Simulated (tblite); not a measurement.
C₅H₁₃OP₂ (charge +1).
Numbering: `[CH3:1][CH2:2][P@H+:3]([PH2:4])[CH2:5][C:6]([CH3:7])=[O:8]` (hydrogens: H9, H10, H11 on C1; H12, H13 on C2; H14 on P3; H15, H16 on P4; H17, H18 on C5; H19, H20, H21 on C7)
Bond orders are those of one Lewis drawing.

Computed with GFN2-xTB (tblite), gas phase: L-BFGS steps from a force-field or distance-geometry start until the largest atomic force falls under 0.01 eV/Å.

Step 61: E = -708.1698 eV
```
atom  x, y, z in Å  |  force x, y, z in eV/Å
C1     -2.7297   -0.6380   -0.4000   -0.019   0.009   0.006
C2     -2.0068   -0.3363    0.9082    0.001  -0.011   0.010
P3     -0.4177    0.5324    0.6341    0.033  -0.054   0.016
P4     -0.7482    2.1442   -0.7548    0.030   0.009  -0.014
C5      0.7871   -0.6924   -0.0167    0.001  -0.018   0.007
C6      2.0910    0.0761    0.0890    0.000  -0.103   0.067
C7      3.3631   -0.6312   -0.1814    0.001  -0.009  -0.001
O8      1.9840    1.2351    0.4306   -0.017   0.032  -0.043
H9     -2.1230   -1.2468   -1.0679   -0.006   0.003   0.036
H10    -3.0019    0.2816   -0.9173    0.029   0.001  -0.024
H11    -3.6473   -1.1806   -0.1862    0.003  -0.016  -0.038
H12    -1.8138   -1.2553    1.4693    0.027   0.010  -0.017
H13    -2.6267    0.3109    1.5365    0.006  -0.016   0.017
H14     0.0470    0.7925    1.9084   -0.013   0.031   0.024
H15    -1.8256    2.5944    0.0203   -0.010   0.044  -0.013
H16     0.1819    2.9857   -0.1478   -0.002  -0.005   0.007
H17     0.7934   -1.6189    0.5669   -0.013   0.030  -0.036
H18     0.5767   -0.9448   -1.0614   -0.038  -0.004   0.040
H19     3.2055   -1.5899   -0.6664    0.006   0.028  -0.008
H20     4.0239   -0.0048   -0.7771    0.011   0.027  -0.018
H21     3.8781   -0.7969    0.7679   -0.029   0.013  -0.018
```

Step 62: E = -708.1709 eV
```
atom  x, y, z in Å  |  force x, y, z in eV/Å
C1     -2.7271   -0.6364   -0.4005   -0.024  -0.007   0.005
C2     -2.0058   -0.3368    0.9082    0.006  -0.015   0.028
P3     -0.4181    0.5348    0.6360    0.032  -0.081   0.014
P4     -0.7463    2.1423   -0.7570    0.034   0.045   0.004
C5      0.7870   -0.6924   -0.0132   -0.024  -0.039   0.012
C6      2.0898    0.0758    0.0923   -0.008  -0.095   0.031
C7      3.3609   -0.6299   -0.1853    0.003  -0.038   0.018
O8      1.9812    1.2347    0.4338   -0.001   0.039  -0.030
H9     -2.1197   -1.2491   -1.0636   -0.002   0.014   0.008
H10    -2.9966    0.2841   -0.9181    0.034  -0.014  -0.029
H11    -3.6453   -1.1788   -0.1894   -0.008  -0.009  -0.031
H12    -1.8093   -1.2574    1.4660    0.019   0.018  -0.017
H13    -2.6280    0.3060    1.5384    0.009  -0.010   0.023
H14     0.0406    0.7962    1.9124   -0.003   0.029   0.017
H15    -1.8243    2.5985    0.0151   -0.004   0.030  -0.021
H16     0.1833    2.9838   -0.1471   -0.011  -0.013  -0.010
H17     0.7923   -1.6181    0.5723   -0.013   0.037  -0.037
H18     0.5780   -0.9489   -1.0579   -0.041   0.011   0.060
H19     3.2018   -1.5887   -0.6714    0.007   0.057  -0.011
H20     4.0208   -0.0013   -0.7798    0.010   0.019  -0.013
H21     3.8758   -0.8014    0.7631   -0.017   0.022  -0.020
```

Step 63: E = -708.1720 eV
```
atom  x, y, z in Å  |  force x, y, z in eV/Å
C1     -2.7249   -0.6349   -0.4013   -0.018  -0.021   0.002
C2     -2.0051   -0.3376    0.9083    0.003  -0.014   0.032
P3     -0.4179    0.5359    0.6391    0.014  -0.065   0.009
P4     -0.7443    2.1401   -0.7587    0.030   0.058   0.018
C5      0.7870   -0.6928   -0.0082   -0.037  -0.044   0.020
C6      2.0891    0.0746    0.0969   -0.013  -0.051  -0.009
C7      3.3589   -0.6290   -0.1897    0.006  -0.042   0.024
O8      1.9793    1.2338    0.4383    0.014   0.022  -0.020
H9     -2.1163   -1.2510   -1.0594    0.006   0.019  -0.021
H10    -2.9909    0.2862   -0.9200    0.037  -0.025  -0.028
H11    -3.6439   -1.1772   -0.1942   -0.018   0.000  -0.019
H12    -1.8051   -1.2598    1.4621    0.009   0.015  -0.009
H13    -2.6294    0.3010    1.5402    0.012  -0.005   0.030
H14     0.0342    0.8014    1.9176    0.006   0.020   0.005
H15    -1.8235    2.6035    0.0089    0.006   0.013  -0.027
H16     0.1843    2.9822   -0.1477   -0.008  -0.013  -0.017
H17     0.7920   -1.6164    0.5791   -0.015   0.014  -0.022
H18     0.5785   -0.9530   -1.0521   -0.044   0.020   0.061
H19     3.1971   -1.5860   -0.6788    0.011   0.066  -0.017
H20     4.0174    0.0028   -0.7831    0.001   0.007  -0.001
H21     3.8747   -0.8068    0.7567    0.001   0.025  -0.013
```

Problem. Estimate the geometry and energy of step 64. (The exact step hangs on the optimiser's Hessian estimate; all steps are aligned on step 63, rigid shifts and turns removed.)

Solution. E = -708.1728 eV, largest force 0.067 eV/Å
```
atom  x, y, z in Å  |  force x, y, z in eV/Å
C1     -2.7236   -0.6338   -0.4020   -0.002  -0.028  -0.001
C2     -2.0048   -0.3386    0.9088   -0.006  -0.009   0.022
P3     -0.4176    0.5359    0.6428   -0.013  -0.019   0.003
P4     -0.7424    2.1385   -0.7596    0.019   0.042   0.022
C5      0.7868   -0.6933   -0.0027   -0.033  -0.028   0.026
C6      2.0887    0.0731    0.1013   -0.012  -0.002  -0.037
C7      3.3575   -0.6288   -0.1935    0.003  -0.019   0.020
O8      1.9791    1.2328    0.4426    0.019  -0.002  -0.015
H9     -2.1136   -1.2521   -1.0563    0.012   0.018  -0.042
H10    -2.9857    0.2873   -0.9227    0.036  -0.031  -0.021
H11    -3.6434   -1.1762   -0.1994   -0.023   0.010  -0.006
H12    -1.8020   -1.2621    1.4586    0.000   0.004   0.004
H13    -2.6307    0.2966    1.5420    0.013   0.000   0.037
H14     0.0293    0.8066    1.9226    0.010   0.008  -0.008
H15    -1.8230    2.6084    0.0027    0.014  -0.001  -0.026
H16     0.1846    2.9813   -0.1492    0.006  -0.004  -0.010
H17     0.7922   -1.6146    0.5858   -0.018  -0.024   0.003
H18     0.5779   -0.9562   -1.0452   -0.047   0.021   0.043
H19     3.1926   -1.5825   -0.6868    0.015   0.051  -0.024
H20     4.0143    0.0064   -0.7862   -0.010  -0.005   0.012
H21     3.8749   -0.8118    0.7504    0.017   0.021  -0.003
```

The energy changes by -0.0008 eV. The first-order estimate −F·Δx gives -0.0012 eV and the mean of the old and new forces, exact on a quadratic surface, -0.0009 eV. The step makes an angle of 77° with the force vector and moves no atom by more than 0.010 Å.

The cost below is that of the whole relaxation. The run took 1.3 s wall on an Intel Xeon Platinum 8488C with one thread, shared host with 96 logical CPUs at a one-minute load of 5.4.
